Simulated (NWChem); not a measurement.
Species: C$_{3}$H$_{5}$Br; SMILES CC(=C)Br

```xyz
9

C      1.3089    -1.5244     0.0000
C      0.1109    -0.9419     0.0000
C     -1.2119    -1.6287     0.0000
Br    -0.0052     0.9585     0.0000
H      2.2370    -0.9510     0.0000
H      1.3747    -2.6162     0.0000
H     -1.8013    -1.3450     0.8859
H     -1.0754    -2.7199     0.0000
H     -1.8013    -1.3450    -0.8859
```
Atoms are numbered in this order, from 1.

All runs: NWChem. Pople sets run with spherical d functions. Medium grid unless said otherwise, to which SCAN and Minnesota functionals are sensitive. Coordinates come from a PBE0/def2-SVP optimisation.

Problem. Predict the results for MN15/6-31G*. Quantities: highest occupied level (eV); orbital gap (eV); dipole (D).

Solution. The highest occupied level (eV) comes out as -7.72 and the orbital gap (eV) is 8.67. The dipole (D) is 1.80.
